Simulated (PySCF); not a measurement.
Two-component Hartree-Fock for Zn (zinc, neutral)

Start: [Ar] 3d10 4s1 4d1; 4s1/2 filled at m_j = +1/2; 4d5/2 filled at m_j = +5/2. Calculated with PySCF 2.14 in x2c-SVPall-2c with one added diffuse shell each of s, d type (6s5p4d1f, 48 functions): generalised Hartree-Fock with the X2C-1e Hamiltonian and a Gaussian nucleus; one run each with spin-orbit coupling (SO) switched off, then screened by Boettger's factors. This is a chosen level, not necessarily the ground level.

```tsv
spinor shell	electrons	ε, spin-free (eV)	ε, screened SO (eV)	weight of nominal j (screened SO)	rms radius, screened SO (bohr)
1s1/2	2	-9731.8	-9731.7	1.000	0.0581
2s1/2	2	-1237.8	-1237.8	1.000	0.245
2p1/2	2	-1069.7	-1086.1	1.000	0.217
2p3/2	4	-1069.7	-1061.7	1.000	0.220
3s1/2	2	-162.67	-162.67	1.000	0.732
3p1/2	2	-110.51	-112.74	1.000	0.773
3p3/2	4	-110.51	-109.43	1.000	0.781
3d3/2	4	-25.737	-25.978	0.998	0.997
3d5/2	6	-25.737	-25.579	0.999	1.00
4s1/2	1	-12.422	-12.423	1.000	2.77
4d5/2	1	-1.002	-1.001	1.000	6.67
```

| quantity | spin-free | screened SO |
| --- | --- | --- |
| E (hartree) | -1793.70007 | -1793.73972 |
| M_J | 3 | 3 |
| ⟨J²⟩ | 12.001 | 12.001 |
| ⟨L²⟩ | 6.000 | 6.002 |
| ⟨S²⟩ | 2.001 | 2.002 |

Without spin-orbit coupling the j labels of p, d and f shells carry no meaning; the spin-free column gives the mean over the occupied spinors of each nl shell.
